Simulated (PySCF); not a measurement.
**GeCl₂ + 2 F₂ → GeF₄ + Cl₂**

Level: PBE0 in the def2-SVP basis family, all electrons, no relativity, computed in PySCF with density fitting; open shells unrestricted.

| species | state and structure | E (Eh) | ZPE (kJ/mol) | H(298 K) − H(0) (kJ/mol) | S° (J/(mol K)) |
| --- | --- | --- | --- | --- | --- |
| GeCl₂ | singlet, C2v, Ge–Cl 2.191 Å (×2); Cl–Ge–Cl 100.2° | -2996.37473 | 5.8 | 13.2 | 295.3 |
| F₂ | singlet, D∞h, F–F 1.376 Å | -199.15566 | 6.5 | 8.7 | 201.9 |
| GeF₄ | singlet, Td, Ge–F 1.698 Å (×4) | -2475.29594 | 26.2 | 17.3 | 302.4 |
| Cl₂ | singlet, D∞h, Cl–Cl 2.025 Å | -919.76210 | 3.2 | 9.2 | 223.2 |

(1) What is the electronic reaction energy?

(2) Add zero-point, thermal and entropy terms for 298.15 K and 1 bar.

Results:

(1) At PBE0/def2-SVP, ΔE = -976.7 kJ/mol from the differences of the total energies times 2625.5, downhill. Fluorination of this kind underlies dry etching and chamber cleaning.

(2) ΔZPE = 10.6 and Δ[H(298) − H(0)] = -4.1 kJ/mol give ΔH° = -970.2 kJ/mol. ΔS° = -173.5 J/(mol K), so ΔG° = -970.2 − 298.15 × (-0.1735) = -918 kJ/mol.

Only the bonding shown was studied: isomers, or loss of a ligand pair, can lie lower.
